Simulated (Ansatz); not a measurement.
Gas-phase electronic energies from Ansatz, PBE0-D4/def2-TZVP geometries. CCSD(T)/CBS adds triple-zeta CCSD(T) − MP2 to the extrapolated MP2 energy (def2 sets, frozen cores). This one scheme is used for every species. Functionals use def2-TZVPP. For Se outer-core shells are correlated without core-valence functions, which leaves a few kJ/mol of doubt a bond. Scalar relativity is left out up to krypton. Each species was taken in one conformer, which may not be the lowest.

Reaction (ligand exchange at the Si–Se bond): `N=C(N)[Se][SiH3]` + `C[SiH2]O` → `C[SiH2]O[SiH3]` + `N=C(N)[SeH]`

`N=C(N)[Se][SiH3]`:

Z-matrix (Å, degrees):
```
Si
Se 1 2.275
H 1 1.486 2 111.0
H 1 1.483 2 111.2 3 122.1
H 1 1.483 2 104.9 3 -118.3
C 2 1.966 1 94.9 3 -61.9
N 6 1.359 2 110.6 1 -139.3
N 6 1.262 2 126.9 1 43.9
H 7 1.004 6 118.6 2 28.2
H 7 1.008 6 115.5 2 175.2
H 8 1.013 6 113.5 2 4.2
```

`C[SiH2]O`:

Z-matrix (Å, degrees):
```
C
Si 1 1.863
H 1 1.093 2 111.0
H 1 1.094 2 110.2 3 119.8
H 1 1.093 2 111.5 3 -120.7
O 2 1.652 1 112.6 3 57.7
H 2 1.492 1 108.9 3 -179.5
H 2 1.483 1 110.6 3 -59.4
H 6 0.957 2 117.7 1 68.6
```

`C[SiH2]O[SiH3]`:

```xyz
12

C    -1.913   -1.061   -0.166
Si   -0.066   -0.903   -0.256
O     0.360    0.627    0.154
Si    1.594    1.674    0.366
H    -2.273   -0.852    0.845
H    -2.221   -2.075   -0.435
H    -2.397   -0.363   -0.853
H     0.421   -1.192   -1.633
H     0.590   -1.858    0.680
H     1.030    2.979    0.787
H     2.350    1.848   -0.903
H     2.524    1.175    1.414
```

`N=C(N)[SeH]`:

```xyz
8

N     1.046   -0.335    0.862
C     0.171   -0.071   -0.007
N     0.424    0.742   -1.074
Se   -1.633   -0.804   -0.133
H     0.759   -1.055    1.513
H     1.325    1.195   -1.048
H    -0.336    1.294   -1.433
H    -1.756   -0.964    1.320
```

CCSD(T)/CBS gives -42.5 kJ/mol.

(1) Another level gave -35.4 kJ/mol. Which?
A. HF/def2-TZVPP
B. CCSD/def2-TZVPP
C. MP2/def2-TZVPP
D. PBE0/def2-TZVPP

Largest T1 diagnostic among the species: 0.013.

## Answers

(1) D. PBE0 -35.4, HF/def2-TZVPP -69.6, CCSD/def2-TZVPP -51.2, MP2/def2-TZVPP -42.8 kJ/mol.

In def2-TZVPP, CCSD(T) changes the Hartree–Fock value by +23.1 kJ/mol (the triples alone add +4.7 kJ/mol) and MP2 by +26.8 kJ/mol. From PBE to PBE0 (25 % exact exchange), in def2-TZVPP and without D4, ΔE moves by −4.8 kJ/mol. The D4 term adds +3.9 kJ/mol with B3LYP and +2.0 kJ/mol with PBE0; it sums over pairs of atoms, weighted by their polarisabilities, and B3LYP, whose exchange is more repulsive, gets the larger term.

B3LYP here is the variant with VWN-RPA as its local correlation; programs differ in this.
